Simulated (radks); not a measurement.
The numbers below are computed, except where a source is named.
The tin ion Sn+, configuration [Kr] 4d10 5s1 5p1 5d1 (not the ground configuration). Code: a radial shooting solver on a logarithmic mesh with Libxc functionals. Model: Dirac Kohn-Sham, BLYP, spin-unpolarised, spherical densities, point nucleus; open shells fill j = l - 1/2 first.

Spin-orbit splittings of the eigenvalues, e(l+1/2) - e(l-1/2), with zeta = 2 splitting/(2l+1) and mean radii in bohr:

| shell | occ. | splitting (eV) | zeta (eV) | <r> j=l-1/2 | <r> j=l+1/2 |
|---|---|---|---|---|---|
| 2p | 6 | 230.8 | 153.8 | 0.1058 | 0.1112 |
| 3p | 6 | 42.13 | 28.08 | 0.3299 | 0.3412 |
| 3d | 10 | 8.697 | 3.479 | 0.3125 | 0.3161 |
| 4p | 6 | 7.606 | 5.070 | 0.8650 | 0.8947 |
| 4d | 10 | 1.054 | 0.4217 | 1.083 | 1.097 |
| 5p | 1 | 0.6733 | 0.4488 | 2.681 | 2.778 |
| 5d | 1 | 0.04002 | 0.01601 | 4.772 | 4.813 |
